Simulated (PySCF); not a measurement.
C₆H₄N₂, SMILES C#Cc1cncnc1. The structure is a stationary point at PBE0-D3(BJ)/def2-SVP.

The numbers are results of PBE0-D3(BJ)/def2-SVP (PySCF), not measurements.

Harmonic wavenumbers (cm⁻¹): 143, 155, 325, 413, 507, 532, 570, 640, 688, 719, 747, 829, 947, 994, 1020, 1060, 1166, 1234, 1269, 1300, 1362, 1469, 1482, 1625, 1675, 2241, 3189, 3190, 3196, 3487. Rotational constants (GHz): 6.102, 1.572, 1.250; symmetry number 2.

Task: Work out the zero-point energy and the ideal-gas rigid-rotor harmonic-oscillator thermochemistry at 298.15 K and 1 atm.

Result: ZPE = ½ Σ hcν = ½ × 38177 cm⁻¹ = 54.58 kcal/mol. H − E(el) = 59.04 kcal/mol. Entropy in cal/(mol K): translation 39.84, rotation 26.31, vibration 11.30, total 77.45. G − E(el) = 35.95 kcal/mol. Cp = 24.87 cal/(mol K). Modes under 150 cm⁻¹ make the vibrational entropy uncertain.
